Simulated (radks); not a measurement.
Problem. Neutral lithium, [He] 2s1. Calculated with a radial shooting solver on a logarithmic mesh with Libxc functionals: non-relativistic Kohn-Sham, PBE, spin-polarised, spherical densities, point nucleus. Every spin shell is full or empty, so the densities are truly spherical. Functionals are evaluated on that one density, not self-consistently. Rank these orbital-free kinetic functionals by their error against the exact value of the orbitals, and give that value: Thomas-Fermi, von Weizsacker, TF + vW, TF + vW/9, TF + vW/5, LC94, APBEK, revAPBEK, Perdew 92, Thakkar, Pearson, LKT, PG1, DePristo-Kress, Ernzerhof.

Solution. Exact: 7.41580 hartree. From best to worst, with 100 (|E| - |E exact|)/|E exact| (equal figures are ties): DePristo-Kress -0.28, APBEK +0.28, LC94 +0.33, TF + vW/9 +0.55, Perdew 92 +0.57, Thakkar +0.59, revAPBEK +1.14, von Weizsacker -2.71, Ernzerhof +3.36, Pearson -4.09, TF + vW/5 +9.20, Thomas-Fermi -10.26, PG1 +50.11, LKT +57.62, TF + vW +87.03.
